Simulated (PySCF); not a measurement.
HfI₃, neutral, multiplicity 2. Atoms are numbered in the order given.

```xyz
4

Hf     0.0000     0.0000     0.0000
I     -2.7066     0.0000     0.0000
I      1.3533     2.3440     0.0000
I      1.3533    -2.3440     0.0000
```
Charge 0, spin multiplicity 2.

The structure is a stationary point at B3LYP-D3(BJ)/def2-SVP. The spin state was assumed, not searched. The isomer is the one that the SMILES or the coordinates give; other isomers of the formula were not compared. The def2 effective core potentials stand for the cores of Hf, I; spin–orbit coupling is left out.

Method: TDA-PBE/def2-SVPD (PySCF).

Vertical excitations; the highest root listed may be one member of a degenerate set. Isolated molecule, no solvent.

```csv
state,energy (eV),λ (nm),f,main pairs
root 1,1.22,1015,0.000,α HOMO→LUMO+1 (degenerate set)
root 2,1.22,1014,0.000,α HOMO→LUMO (degenerate set)
root 3,1.96,632,0.000,α HOMO→LUMO+3 (degenerate set)
root 4,1.96,632,0.000,α HOMO→LUMO+2 (degenerate set)
root 5,3.37,368,0.000,α HOMO−1→LUMO (degenerate set)
root 6,3.37,368,0.000,α HOMO−1→LUMO+1 (degenerate set)
root 7,3.65,340,0.000,"α HOMO−4→LUMO 31 %, α HOMO−3→LUMO+1 31 %, α HOMO→LUMO+5 12 %, β HOMO−3→LUMO+1 12 %, β HOMO−2→LUMO+2 12 %"
root 8,3.68,337,0.004,"α HOMO−2→LUMO, β HOMO−1→LUMO+1 (degenerate set)"
root 9,3.68,337,0.004,"α HOMO−2→LUMO+1, β HOMO−1→LUMO+2 (degenerate set)"
root 10,3.71,334,0.000,β HOMO→LUMO 100 %
```
Unrestricted roots are not spin-pure.
